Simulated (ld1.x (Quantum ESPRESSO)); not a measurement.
Logarithmic derivatives: gallium (Ga), TM

| Item | Value |
| --- | --- |
| Element | Ga (Z = 31) |
| Generator | ld1.x (Quantum ESPRESSO) 7.5 |
| Type | norm-conserving Troullier–Martins (Kleinman–Bylander form) |
| Functional | PBEsol |
| Relativity | scalar-relativistic |
| Frozen core | [Ar] 3d10 |
| Valence charge | 3 |
| Reference configuration | 4s1 4p2 |
| Partial waves | 4p (bound): rc 2.60 bohr; 4d channel at 0.05 Ry: rc 2.75 bohr; 4s (bound): rc 1.80 bohr |
| Local potential | the s channel |
| Core correction | Bessel-smoothed model core, default radius (core density twice the valence density) |

The phase is arctan(r·u′/u) with u = r·R(r), unwrapped; energies in Ry, scanned from -3 to 5 Ry. A pole is an energy at which the radial function vanishes at the test radius. The pseudo phase is shifted by a multiple of π to meet the all-electron one at the reference energy, and phase errors are pseudo minus all-electron; the curves can meet again beyond the range given. Levels narrower than the energy grid can be missing from the lists of poles.

| channel | radius (bohr) | reference energy (Ry) | poles, all-electron | poles, pseudo | unbroken range about the reference energy with phases within 0.05 rad | phase error 1 Ry above the reference energy (rad) |
| --- | --- | --- | --- | --- | --- | --- |
| s | 3.00 | -0.74 | -0.17 | -0.17, 4.73 | below 1.6 | -0.002 |
| p | 3.00 | -0.25 | 0.76 | 0.75 | the whole range | -0.001 |
| d | 3.00 | 0.05 | -1.53, 2.40 | 2.20 | -1.4 to 0.7 | -0.070 |

Phases in the s channel:

| E (Ry) | all-electron | pseudo |
| --- | --- | --- |
| -3.00 | 1.343 | 1.343 |
| -2.76 | 1.328 | 1.328 |
| -2.52 | 1.309 | 1.309 |
| -2.28 | 1.285 | 1.285 |
| -2.04 | 1.252 | 1.252 |
| -1.80 | 1.204 | 1.204 |
| -1.56 | 1.125 | 1.124 |
| -1.32 | 0.966 | 0.966 |
| -1.08 | 0.523 | 0.522 |
| -0.84 | -0.649 | -0.649 |
| -0.60 | -1.278 | -1.278 |
| -0.36 | -1.485 | -1.486 |
| -0.12 | -1.587 | -1.588 |
| 0.12 | -1.654 | -1.656 |
| 0.36 | -1.708 | -1.710 |
| 0.60 | -1.758 | -1.762 |
| 0.84 | -1.813 | -1.819 |
| 1.08 | -1.879 | -1.889 |
| 1.32 | -1.970 | -1.989 |
| 1.56 | -2.111 | -2.152 |
| 1.80 | -2.365 | -2.463 |
| 2.04 | -2.862 | -3.072 |
| 2.28 | -3.558 | -3.764 |
| 2.52 | -4.030 | -4.151 |
| 2.76 | -4.269 | -4.344 |
| 3.00 | -4.402 | -4.454 |
| 3.24 | -4.484 | -4.524 |
| 3.48 | -4.540 | -4.574 |
| 3.72 | -4.581 | -4.612 |
| 3.96 | -4.613 | -4.642 |
| 4.20 | -4.639 | -4.667 |
| 4.44 | -4.661 | -4.689 |
| 4.68 | -4.680 | -4.708 |
| 4.92 | -4.697 | -4.727 |
